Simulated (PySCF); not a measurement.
## C3H9F2Si2: g tensor and hyperfine couplings

C₃H₉F₂Si₂ (doublet state).
Cartesian coordinates in Å at the GFN2-xTB level; atoms count from 1:
```
atom  x, y, z in Å
C1    -0.6704   -1.4648    0.6925
C2    -0.4430   -0.4839   -0.4571
C3     1.0551   -0.2609   -0.6826
Si4    1.9729    0.6445    0.7122
F5     1.6692    2.2335    0.4918
Si6   -1.3864    1.1518   -0.1800
F7    -2.9574    0.7799   -0.2797
H8    -0.2583   -1.0650    1.6194
H9    -1.7327   -1.6484    0.8358
H10   -0.1827   -2.4182    0.4894
H11   -0.8446   -0.9509   -1.3666
H12    1.5402   -1.2249   -0.8552
H13    1.1947    0.3289   -1.5942
H14    3.4287    0.6102    0.6537
H15   -1.1708    2.1043   -1.2583
H16   -1.2221    1.6728    1.1675
```

The hyperfine couplings belong to this conformer and change with its torsions.

As a line formula: `F[SiH2][C@H](C)C[SiH]F` [radical].

Method: UKS B3LYP, pcH-1 on C F H Si, non-relativistic, mean-field spin-orbit, GIAO (PySCF 2.14.0). Isolated species at its GFN2-xTB geometry (one conformer only). The geometry wasn't refined by DFT: couplings that depend on bond lengths, twists or pyramidal angles can differ widely from those at the functional's own minimum, by a factor of two or more for some ions and for spin on atoms past the first row. No stability test was run, so a lower SCF solution isn't excluded.

* g1, g2, g3: 2.00146, 2.00223, 2.00466
* g_iso: 2.00279
* Form of g: rhombic: the two nearest values differ by 24 % of g3 − g1
* ⟨S²⟩: 0.7511 (exact 0.7500)
* HOMO–LUMO gap, α and β orbitals: 5.76, 5.25 eV
* Basis functions: 285

Isotropic coupling and dipolar principal values T1 to T3, in MHz; ρ(0) is the spin density at the nucleus:

```
atom  isotope   a_iso  of which spin–orbit      T1      T2     T3  Mulliken spin population  ρ(0) (bohr⁻³)
  C1      13C     4.0                  0.0    -1.9    -0.9    2.8                      0.01         0.0036
  C2      13C     2.2                  0.0    -0.9     0.0    0.9                      0.00         0.0019
  C3      13C    44.7                  0.0    -8.3    -7.4   15.8                      0.05         0.0398
 Si4     29Si  -590.3                  1.0  -161.8    80.4   81.4                      0.83         0.6653
  F5      19F   127.1                  1.7  -130.6  -128.2  258.8                      0.04         0.0298
 Si6     29Si     0.2                  0.0    -0.7     0.0    0.7                      0.00        -0.0002
  F7      19F     0.3                  0.0    -1.3     0.0    1.3                      0.00         0.0001
  H8       1H     4.6                  0.0    -5.5    -2.9    8.4                      0.00         0.0010
  H9       1H     0.1                  0.0    -1.5    -1.0    2.5                      0.00         0.0000
 H10       1H    -0.2                  0.0    -1.6    -1.3    2.8                      0.00         0.0000
 H11       1H     3.8                  0.0    -1.6    -1.2    2.8                      0.00         0.0009
 H12       1H    -1.8                  0.0    -5.1    -1.3    6.4                      0.00        -0.0004
 H13       1H    38.3                  0.0    -5.4     0.4    5.0                      0.02         0.0086
 H14       1H   117.5                  0.0    -8.2     0.1    8.1                      0.05         0.0263
 H15       1H    -0.1                  0.0    -1.0    -0.8    1.8                      0.00         0.0000
 H16       1H     4.5                  0.0    -2.2    -1.8    4.0                      0.00         0.0010
```

The largest Mulliken spin population is on Si4 (+0.83). The angles at Si4 add up to 323.9°, so it is pyramidal.

Under fast tumbling the dipolar parts average out, and these isotropic splittings remain (the largest six): 1 × 19F (F5, I = 1/2, 2 lines) with 4.53 mT, 1 × 1H (H14, I = 1/2, 2 lines) with 4.19 mT, 1 × 1H (H13, I = 1/2, 2 lines) with 1.37 mT, 1 × 1H (H16, I = 1/2, 2 lines) with 0.16 mT, 1 × 1H (H11, I = 1/2, 2 lines) with 0.14 mT and 1 × 1H (H12, I = 1/2, 2 lines) with 0.07 mT.

Class means assume fast exchange of nuclei equivalent by connectivity; if that motion is slow, each nucleus keeps its own coupling.

The 13C coupling of C3 (44.7 MHz) shows only in satellite lines or after enrichment, since that isotope makes up about 1.07 % of natural carbon.

The 29Si coupling of Si4 (-590.3 MHz) shows only in satellite lines or after enrichment, since that isotope makes up about 4.7 % of natural silicon.

Hardware: Arm Neoverse V2, one thread, shared host with 96 logical CPUs at a one-minute load of 53. Cost: 81 s of wall time (grids of density and orbitals included), 0.96 GiB resident at most.
